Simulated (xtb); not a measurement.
silicon monoxide (OSi), singlet, geometry from GFN2-xTB. Base run: GFN2-xTB (xtb).

Geometry (Å):
```xyz
2

Si     0.0000     0.0000    -0.5486
O      0.0000     0.0000     0.9600
```
All else is at xtb's defaults.
Base energy -5.81273 Eh.

Variants of this job, named by their change:

| change | ΔE vs base (kcal/mol) | HOMO-LUMO gap (eV) | dipole (D) | G_solv (kcal/mol) | SCF cycles |
|---|---|---|---|---|---|
| base | 0.000 | 4.07 | 3.05 | - | 13 |
| etemp = 3000 | -0.013 | 4.07 | 3.05 | - | 13 |
| alpb = ether | 1.10 | 4.09 | 3.18 | 0.97 | 11 |
| alpb = methanol | 0.603 | 4.10 | 3.22 | 0.36 | 12 |
| acc = 30 | 0.000 | 4.07 | 3.05 | - | 10 |

ALPB and GBSA are two models with their own fitted parameters for each solvent, which aren't always the measured dielectric constant.
